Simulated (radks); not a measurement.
Values are calculated unless marked as measured or tabulated.
Problem. The cerium ion Ce23+, 35 electrons, occupied as [Ar] 3d10 4s2 4p5. Code: a radial shooting solver on a logarithmic mesh with Libxc functionals. Model: non-relativistic Kohn-Sham, TPSS, spin-polarised, spherical densities, point nucleus; open shells are filled with parallel spins first (spin-orbit coupling, left out, can overturn this in heavy ions); meta-GGA in the generalised Kohn-Sham scheme; relativity is left out, which matters for an element this heavy. Some entries of the table are withheld. Estimate them.

| orbital | occ. | eigenvalue (hartree) | r(max) (bohr) | <1/r> (bohr^-1) |
|---|---|---|---|---|
| 1s up | 1 | -1433.834 | 0.01735 | 57.48 |
| 1s down | 1 | -1433.813 | 0.01735 | 57.48 |
| 2s up | 1 | -243.9270 | 0.09534 | 13.29 |
| 2s down | 1 | -243.9192 | 0.09534 | 13.29 |
| 2p up | 3 | -232.0491 | 0.07442 | 13.30 |
| 2p down | 3 | -232.0326 | 0.07442 | 13.30 |
| 3s up | 1 | -70.82336 | 0.2670 | 4.983 |
| 3s down | 1 | -70.80973 | 0.2670 | 4.983 |
| 3p up | 3 | -65.70836 | 0.2537 | 4.914 |
| 3p down | 3 | -65.68954 | 0.2538 | 4.914 |
| 3d up | 5 | -56.32141 | 0.2042 | 4.800 |
| 3d down | 5 | -56.30069 | 0.2043 | 4.800 |
| 4s up | 1 | -30.27047 | 0.5887 | 2.319 |
| 4s down | 1 | -30.15767 | 0.5888 | 2.319 |
| 4p up | 3 | -28.21835 | 0.5913 | (1) |
| 4p down | 2 | -28.10898 | 0.5914 | (2) |

Solution. 
(1) 4p up <1/r> (bohr^-1): 2.258
(2) 4p down <1/r> (bohr^-1): 2.258
